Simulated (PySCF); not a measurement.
Computed shifts of a molecule C₂H₅BrSi, PBE/pcSseg-1 in PySCF, GIAO, gas phase, atoms alike by connectivity averaged where their shifts nearly agree, in ppm (number of nuclei): ²⁹Si: -8.8 (1). ¹³C: 146.3 (1), 143.6 (1). ¹H: 6.78 (1), 6.68 (1), 6.60 (1), 5.89 (1), 5.53 (1). References: ²⁹Si against TMS (σ = 335.4 ppm); ¹³C against TMS (σ = 182.0 ppm); ¹H against TMS (σ = 31.49 ppm), references at their B3LYP-D3(BJ)/def2-TZVP geometries, non-relativistic (without spin–orbit terms, shifts of atoms bonded to Cl or Br come out too high). Geometry optimised at B3LYP-D3(BJ)/def2-SVP. The values are those of a single conformer.

**Question.** Which molecule gave these data?
A) [SiH3]/C=C\Br
B) C=C[SiH2]Br
C) C=C([SiH3])Br

**Answer.** B, C=C[SiH2]Br
